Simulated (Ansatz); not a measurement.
Cost and result for the atomization energy of `C[Se][SiH](O)F` (10 atoms, 9 bonds).

```xyz
10

C     0.9236   -1.3783   -0.5834
Se    1.2912   -0.1074    0.8655
Si   -0.3815    1.3039    0.3247
O    -1.8516    0.6025    0.3971
F    -0.2644    2.4989    1.3727
H    -0.0817   -1.7817   -0.4900
H     1.0548   -0.8962   -1.5500
H     1.6526   -2.1788   -0.4753
H    -0.2862    1.8495   -1.0420
H    -2.0569    0.0876    1.1807
```

Charge 0, multiplicity 1. Correlated methods include outer-core shells of Se, which these sets cover unevenly. Scalar relativity is left out up to krypton. The structure was optimised at the PBE0-D4/def2-TZVP level. It is one conformer, not always the lowest. Program: Ansatz. All runs use 4 threads of an Arm Neoverse V2 on a shared host. Times are those of one run each, without the atoms' runs, and a repeat can differ threefold. Electronic energies, without spin–orbit coupling; frozen cores. CCSD(T)/CBS adds CCSD(T) − MP2 in def2-TZVPP to the MP2 limit, and its time is that of the two runs behind it. T1 = 0.011. With those shells the extrapolation isn't a true limit. B3LYP takes the VWN-RPA correlation (the form of Gaussian; ORCA's B3LYP/G).

CCSD(T)/CBS is a level of theory with its own doubt, some kJ/mol a heavy atom from the limit and from the frozen cores, so smaller differences don't rank the functionals.

```tsv
level	functions	wall time	atomization (kJ/mol)	difference from CCSD(T)/CBS	per bond
PBE-D4/def2-TZVPP (with forces)	253	2.4 s	3745.1	21.2	2.3
PBE0-D4/def2-TZVPP	253	3.2 s	3675.0	-48.9	-5.4
r2SCAN-D4/def2-TZVPP (with forces)	253	4.4 s	3710.2	-13.7	-1.5
B3LYP-D4/def2-TZVPP (with forces)	253	4.7 s	3682.2	-41.7	-4.6
B2PLYP/def2-TZVPP	253	6 s	3654.2	-69.7	-7.8
ωB97X-V/def2-TZVPP	253	8 s	3709.1	-14.8	-1.6
ωB97M-V/def2-TZVPP (with forces)	253	12 s	3701.0	-22.9	-2.5
MP2/def2-QZVPP	480	22 s	3759.2	35.3	3.9
CCSD(T)/def2-TZVPP	253	3.9 min	3611.8	-112.1	-12.5
CCSD(T)/CBS(def2)	–	4.3 min	3723.9	0.0	0.0
```

The D4 term adds +38.2 kJ/mol with B3LYP and +19.9 kJ/mol with PBE0; it sums over pairs of atoms, weighted by their polarisabilities, and B3LYP, whose exchange is more repulsive, gets the larger term. From PBE to PBE0 (25 % exact exchange), in def2-TZVPP and without D4, the atomization energy moves by −66.5 kJ/mol: exact exchange takes away binding that semilocal exchange gives to molecules. In def2-TZVPP, CCSD(T) changes the Hartree–Fock value by +927.2 kJ/mol (the triples alone add +55.9 kJ/mol) and MP2 by +1007.7 kJ/mol; breaking electron pairs costs correlation energy, which Hartree–Fock lacks.
